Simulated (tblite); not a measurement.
Isomers of C4H12OP2Si. Level: GFN2-xTB in tblite, geometry and Hessian alike; calculated harmonic values, unscaled, isolated species. This tight-binding method is rough: wavenumbers can miss measured ones by several per cent, in bad cases by 10 to 20. Modes of hydrogen on phosphorus and silicon can be 10 to 20 % off. One conformer each.

Electronic energies: GFN2-xTB at the same geometries; isomer energies are rough at this level and their order can be wrong.

```csv
SMILES,"electronic energy, lowest = 0 (kJ/mol)"
OCCC/P=P/C[SiH3],94.5
CC(=O)CP(P)C[SiH3],30.9
CP(C)[P@@]1(=O)C[C@H]1[SiH3],0.0
```

Q: How do GFN2-xTB zero-point energies change the relative energies?

A: 
```tsv
SMILES	ZPE (kJ/mol)	of it from modes above 1550 cm⁻¹	electronic (kJ/mol)	with ZPE, lowest = 0 (kJ/mol)	lowest mode (cm⁻¹)	rings
CP(C)[P@@]1(=O)C[C@H]1[SiH3]	383.5	202.5	0.0	0.0	27	1
CC(=O)CP(P)C[SiH3]	376.5	202.8	30.9	23.9	46	0
OCCC/P=P/C[SiH3]	392.7	202.6	94.5	103.7	25	0
```

The zero-point energies span 16.2 kJ/mol, from `CC(=O)CP(P)C[SiH3]` to `OCCC/P=P/C[SiH3]`. The order is unchanged.
